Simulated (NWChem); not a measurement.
System: C3H4FNSi; SMILES [SiH3]/C(=C/C#N)F

NWChem input:

```
start job
memory heap 200 mb stack 900 mb global 1100 mb
geometry units angstroms
  N      3.053078    -0.657742     0.156698
  C      1.920889    -0.655279     0.339222
  C      0.532793    -0.658561     0.569459
  C     -0.341807     0.125948    -0.069685
  F      0.115756     0.985872    -1.001804
  Si    -2.225977     0.194937     0.169544
  H      0.172745    -1.349253     1.316884
  H     -2.541337    -0.789374     1.202447
  H     -2.551002     1.557678     0.582461
  H     -2.829048    -0.138009    -1.118336
end
basis spherical
  * library def2-svp
end
dft
  xc pbe0
  iterations 150
end
driver
  maxiter 120
end
task dft optimize
task dft freq
```

The level has its own optimisation; frequencies are unscaled. Brackets give each atom's bonded neighbours.

Problem. What results follow from this input? (PBE0/def2-SVP.) Quantities: r C–N (Å); r C–C [C(CCH)–C(CN)] (Å); r C–C [C(CCH)–C(CFSi)] (Å); r C–H (Å); highest harmonic frequency (cm⁻¹); lowest (cm⁻¹); zero-point energy (kcal/mol); dipole (D).

Solution. 
```
Quantity                           Value
---------------------------------  -----
r C–N (Å)                          1.160
r C–C [C(CCH)–C(CN)] (Å)           1.423
r C–C [C(CCH)–C(CFSi)] (Å)         1.345
r C–H (Å)                          1.093
highest harmonic frequency (cm⁻¹)   3228
lowest (cm⁻¹)                        106
zero-point energy (kcal/mol)        36.9
dipole (D)                          4.67
```
